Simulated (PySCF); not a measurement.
CH8O3Si2. Atoms are numbered in the order given.

```xyz
14

C      2.2237     0.4598     0.8257
Si     0.5701    -0.2928     0.3759
O     -0.4399    -0.0781     1.6942
O      0.7430    -1.9019    -0.0639
Si    -0.6960     0.6842    -1.3338
O     -2.1814     0.6486    -0.5125
H      2.1219     1.5396     1.0200
H      2.9639     0.3162     0.0223
H      2.6211    -0.0063     1.7439
H     -1.3649     0.0326     1.4071
H      1.1589    -2.4780     0.5945
H     -0.7749    -0.0611    -2.6247
H     -0.3147     2.0906    -1.6739
H     -2.9639     0.9781    -0.9762
```

Geometry: TPSSh-D3(BJ)/def2-SVP. The structure was generated by enumeration, and PubChem lists no compound with its InChIKey, so it may never have been made. One conformer was computed; it need not be the lowest.

Level of theory: PySCF with TPSSh-D3(BJ)/def2-SVP.

Frequencies are harmonic and unscaled.

```
mode  ν (cm⁻¹)  IR (km/mol)  moving atoms (share of kinetic energy)
----  --------  -----------  --------------------------------------
1           52          0.8                 O 64 %, H 19 %, Si 11 %
2          117          1.4         O 43 %, H 27 %, C 19 %, Si 10 %
3          136          3.9                 H 54 %, O 31 %, Si 12 %
4          148          2.1                          H 66 %, O 31 %
5          175         25.6                  H 46 %, O 36 %, C 11 %
6          221         12.8         H 44 %, O 27 %, C 16 %, Si 13 %
7          235         45.7                 H 51 %, O 30 %, Si 14 %
8          242         91.2                  H 73 %, O 16 %, Si 8 %
9          294         30.9                 O 38 %, Si 37 %, H 22 %
10         335         88.5         O 57 %, H 18 %, Si 15 %, C 10 %
11         436          2.6                         Si 61 %, H 27 %
12         487        105.2                                  H 84 %
13         508         23.5                         H 79 %, Si 15 %
14         684         90.7         C 35 %, O 22 %, H 22 %, Si 21 %
15         713         31.2                                  H 87 %
16         747         69.9                          H 81 %, C 15 %
17         772         70.5                           H 82 %, C 8 %
18         784         74.4                   H 78 %, C 12 %, O 8 %
19         808         98.1                 O 45 %, H 27 %, Si 23 %
20         813        136.2                 O 54 %, Si 25 %, H 20 %
21         861        156.3                 H 45 %, Si 26 %, O 25 %
22         925        203.6                 Si 42 %, O 40 %, H 15 %
23         942         67.9                  H 68 %, Si 22 %, O 9 %
24         971        268.2                                  H 89 %
25         998         42.7                                  H 88 %
26        1285         23.5                          H 78 %, C 22 %
27        1447          3.8                                  H 96 %
28        1450          2.3                                  H 96 %
29        2205        152.8                                  H 97 %
30        2226        141.4                                  H 97 %
31        3027          4.9                                  H 97 %
32        3115          7.1                           H 91 %, C 9 %
33        3130          6.9                           H 91 %, C 9 %
34        3719        125.6                                  H 94 %
35        3811         56.1                                  H 94 %
36        3826         79.3                                  H 94 %
```
